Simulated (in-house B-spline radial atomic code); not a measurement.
Values are calculated unless marked as measured or tabulated.
## Stopping of slow ions oscillates with Z: Mg to V at r_s = 2.07

A nucleus sits in a uniform electron gas with a rigid positive background. The Kohn-Sham equations are solved self-consistently in the spin-unpolarised LDA (PW92), non-relativistic, on B-splines with outgoing waves at the boundary and partial waves to l = 8. The model has no lattice, no bands and no magnetic solution. Atomic units; δ_l are the phase shifts at the Fermi level, counted so that each bound state adds π, and good to about 0.0005.

The density parameter is r_s = 2.07 bohr, near that of the valence electrons of Al (3 per atom, density 2.7 g/cm³, mass 26.98 u, which gives r_s = 2.07). The friction coefficient Q = n k_F σ_tr gives dE/dx = Q v for slow ions.

```json
{"ion": "Mg", "δ0/π": "1.992", "δ1/π": "1.153", "δ2/π": "0.090", "δ3/π": "0.011", "σ_tr (bohr²)": "7.20", "Q (a.u.)": "0.1796"}
{"ion": "Al", "δ0/π": "2.108", "δ1/π": "1.259", "δ2/π": "0.102", "δ3/π": "0.012", "σ_tr (bohr²)": "13.07", "Q (a.u.)": "0.3261"}
{"ion": "Si", "δ0/π": "2.213", "δ1/π": "1.368", "δ2/π": "0.114", "δ3/π": "0.012", "σ_tr (bohr²)": "22.60", "Q (a.u.)": "0.5638"}
{"ion": "P", "δ0/π": "2.309", "δ1/π": "1.477", "δ2/π": "0.128", "δ3/π": "0.013", "σ_tr (bohr²)": "32.43", "Q (a.u.)": "0.8092"}
{"ion": "S", "δ0/π": "2.395", "δ1/π": "1.581", "δ2/π": "0.147", "δ3/π": "0.014", "σ_tr (bohr²)": "39.70", "Q (a.u.)": "0.9906"}
{"ion": "Cl", "δ0/π": "2.476", "δ1/π": "1.674", "δ2/π": "0.175", "δ3/π": "0.015", "σ_tr (bohr²)": "44.48", "Q (a.u.)": "1.1099"}
{"ion": "Ar", "δ0/π": "2.550", "δ1/π": "1.754", "δ2/π": "0.213", "δ3/π": "0.014", "σ_tr (bohr²)": "49.06", "Q (a.u.)": "1.2242"}
{"ion": "K", "δ0/π": "2.617", "δ1/π": "1.820", "δ2/π": "0.263", "δ3/π": "0.012", "σ_tr (bohr²)": "55.67", "Q (a.u.)": "1.3891"}
{"ion": "Ca", "δ0/π": "2.673", "δ1/π": "1.871", "δ2/π": "0.326", "δ3/π": "0.009", "σ_tr (bohr²)": "64.49", "Q (a.u.)": "1.6093"}
{"ion": "Sc", "δ0/π": "2.719", "δ1/π": "1.909", "δ2/π": "0.398", "δ3/π": "0.007", "σ_tr (bohr²)": "72.82", "Q (a.u.)": "1.8171"}
{"ion": "Ti", "δ0/π": "2.756", "δ1/π": "1.937", "δ2/π": "0.477", "δ3/π": "0.005", "σ_tr (bohr²)": "76.55", "Q (a.u.)": "1.9102"}
{"ion": "V", "δ0/π": "2.789", "δ1/π": "1.960", "δ2/π": "0.559", "δ3/π": "0.004", "σ_tr (bohr²)": "72.86", "Q (a.u.)": "1.8181"}
```

Question: Where are the largest and smallest frictions, and what do the phase shifts say there?

Answer: Largest: Ti, Q = 1.9102; smallest: Mg, Q = 0.1796, a ratio of 10.6. For the largest δ2/π = 0.48: the d resonance is about half filled and sits at the Fermi level, where it scatters most. For the smallest, which lies at the edge of the table, the differences δ_l − δ_(l+1), measured from the nearest multiple of π, are 0.16π, 0.06π, 0.08π; σ_tr grows with the sines of these.

Question: At equal speed, Lindhard and Scharff's formula, with silicon as an example target, scales as Z^(7/6)/(Z^(2/3) + 14^(2/3))^(3/2). How does its rise from the first ion to the last compare?

Answer: It rises smoothly by 0.7487/0.4943 = 1.51, while Q changes by 1.818/0.180 = 10.13. The statistical formula averages over shells, so it can't show the oscillation.
